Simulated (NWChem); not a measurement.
System: SnH4S3; SMILES [SH][SnH]([SH])[SH]

```xyz
8

Sn    -0.0318    -0.0293     0.6139
S     -2.0336     1.2292     0.0901
S     -0.1892    -2.1860    -0.4767
S      1.8671     1.1507    -0.3170
H      0.1409    -0.2167     2.3040
H     -2.3709     0.3522    -0.8818
H      0.6841    -1.8026    -1.4347
H      1.0566     1.9386    -1.0586
```
Atoms are numbered in this order, from 1.

Results from NWChem. Structure relaxed at the PBE0/def2-SVP level. Not confirmed as a minimum by frequencies. def2 effective core potentials on Sn; no spin-orbit coupling. Ions are spin-unrestricted doublets at the neutral geometry; other ion states weren't tried.

Q: What does the run give for CAM-B3LYP/def2-SVP? Quantities: vertical ionisation energy, ΔSCF (eV); −ε(HOMO) (eV).

A: vertical ionisation energy, ΔSCF (eV): 9.58
−ε(HOMO) (eV): 8.67
